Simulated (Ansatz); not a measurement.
CH₆FN₂Nb, SMILES `[CH3][Nb](=[NH])([NH2])[F]`. Charge 0, multiplicity 1. Nb: def2 effective core potential. The structure was optimised at the PBE0-D4/def2-TZVP level. It is one conformer, not always the lowest.

```xyz
11

C     1.244    1.115   -0.031
Nb    0.051   -0.684   -0.044
N    -0.323   -0.951    1.637
N    -1.660   -0.213   -0.879
F     1.036   -2.061   -0.886
H     0.748    1.939    0.484
H     2.191    0.916    0.482
H     1.466    1.425   -1.059
H    -0.431   -1.260    2.592
H    -1.769   -0.093   -1.878
H    -2.553   -0.133   -0.418
```

What is the dipole moment at B3LYP/def2-TZVPP? (Best estimate.)

Ansatz gave: 2.06 D, with components (-1.79, 0.92, -0.40) D in this frame, pointing from negative to positive charge.

And with PBE, r2SCAN, ωB97M-V? (Estimate.)

Computed: PBE 2.02 D, r2SCAN 2.04 D, ωB97M-V 2.01 D.

Give the Mulliken charges with B3LYP, ωB97M-V, PBE in def2-TZVPP. (Estimate.)

The calculation gave: 
| atom | B3LYP | ωB97M-V | PBE |
| --- | --- | --- | --- |
| C1 | -0.52 | -0.56 | -0.52 |
| Nb2 | 1.42 | 1.33 | 1.25 |
| N3 | -0.67 | -0.62 | -0.63 |
| N4 | -0.57 | -0.51 | -0.54 |
| F5 | -0.43 | -0.42 | -0.38 |
| H6 | 0.11 | 0.13 | 0.11 |
| H7 | 0.10 | 0.13 | 0.11 |
| H8 | 0.09 | 0.12 | 0.09 |
| H9 | 0.16 | 0.13 | 0.17 |
| H10 | 0.14 | 0.12 | 0.15 |
| H11 | 0.17 | 0.15 | 0.18 |

B3LYP here is the variant with VWN-RPA as its local correlation; programs differ in this.
